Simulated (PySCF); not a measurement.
SZn.

```xyz
2

Zn     0.0000     0.0000    -0.7152
S      0.0000     0.0000     1.3410
```
Charge 0, spin multiplicity 1.

The structure is a stationary point at PBE0-D3(BJ)/def2-TZVP.

These are PBE0/pcSseg-2 in PySCF values and carry that method's errors. Non-relativistic, no solvent.

Problem. Give the absolute GIAO shielding of each atom: isotropic value and principal components (ppm). (An estimate is asked for; the answer gives what the named calculation found.)

Solution. 
```json
[
 {"atom": "Zn1", "σ(iso)": "2999.1", "σ11": "2527.6", "σ22": "3234.9", "σ33": "3234.9", "span": "707.3"},
 {"atom": "S2", "σ(iso)": "-1084.5", "σ11": "-2159.5", "σ22": "-2159.5", "σ33": "1065.4", "span": "3224.9"}
]
```
